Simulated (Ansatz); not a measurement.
`[OH][In]([OH])[Cl]` and `[OH][In]([SH])[Cl]` differ in one atom or group.

Ansatz, PBE0-D4/def2-TZVP geometries, multiplicity 1. Each molecule was computed in one conformer, which needn't be the lowest.

Elements past krypton have def2 core potentials.

| property | `[OH][In]([OH])[Cl]` |
| --- | --- |
| HOMO energy (PBE/def2-TZVPP) / eV | -7.26 |
| LUMO energy (PBE/def2-TZVPP) / eV | -3.13 |
| HOMO–LUMO gap (ωB97M-V/def2-TZVPP) / eV | 10.99 |
| size of the dipole moment (B3LYP/def2-TZVPP) / D | 1.53 |
| HOMO–LUMO gap (B3LYP/def2-TZVPP) / eV | 6.10 |
| LUMO energy (PBE0/def2-TZVPP) / eV | -2.22 |

Problem. What does the change do to each property? (Best estimate.)

Solution. Ansatz gave: 
```tsv
property	`[OH][In]([SH])[Cl]`	shift
HOMO energy (PBE/def2-TZVPP) / eV	-6.84	0.42
LUMO energy (PBE/def2-TZVPP) / eV	-3.00	0.13
HOMO–LUMO gap (ωB97M-V/def2-TZVPP) / eV	10.08	-0.91
size of the dipole moment (B3LYP/def2-TZVPP) / D	0.37	-1.16
HOMO–LUMO gap (B3LYP/def2-TZVPP) / eV	5.41	-0.69
LUMO energy (PBE0/def2-TZVPP) / eV	-2.13	0.09
```

With PBE0 the HOMO rises by 0.85 eV and the LUMO rises by 0.09 eV, so the gap narrows by about 0.76 eV. PBE moves the HOMO by 0.42 eV and ωB97M-V by 0.99 eV. Dipoles are sizes alone; their direction can turn.

B3LYP here is the variant with VWN-RPA as its local correlation; programs differ in this.
